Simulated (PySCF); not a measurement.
**Polarisability and C₆ of Zn⁺ (zinc, charge +1)**

[Ar] 3d10 4s1, 2S determinant. All numbers are calculated (PySCF 2.14, a scalar-relativistic core potential, in aug-cc-pVTZ-PP with one added diffuse shell each of s, p, d, f, g type with ECP10MDF (7s7p6d4f3g, 113 functions)). Coupled (time-dependent) response in atomic units; α is the mean over directions.

| method | mean α (bohr³) | C₆ (like pair) | S(−4) |
| --- | --- | --- | --- |
| wB97X-V | 19.16 | 81.85 | 307.8 |

S(−4) is the Cauchy moment in α(ω) = α(0) + S(−4) ω² + …

α(iu) at wB97X-V:

| u (hartree) | α(iu) (bohr³) |
| --- | --- |
| 0 | 19.16 |
| 0.0500 | 18.42 |
| 0.100 | 16.57 |
| 0.200 | 12.14 |
| 0.300 | 8.818 |
| 0.500 | 5.300 |
| 0.750 | 3.424 |
| 1.00 | 2.505 |
| 1.50 | 1.610 |
| 2.00 | 1.167 |
| 3.00 | 0.7229 |
| 5.00 | 0.3722 |

A single London oscillator, α(iu) = α/(1 + u²/ω²), gives C₆ = (3/4) ω α². Matching the computed C₆ needs ω = 4 × 81.85 / (3 × 19.16²) = 0.297 hartree.

For an ion, C₆ is the dispersion term alone; charge-induced terms of lower order in 1/R come first.

Energies and moments cover only the electrons outside the core potential.
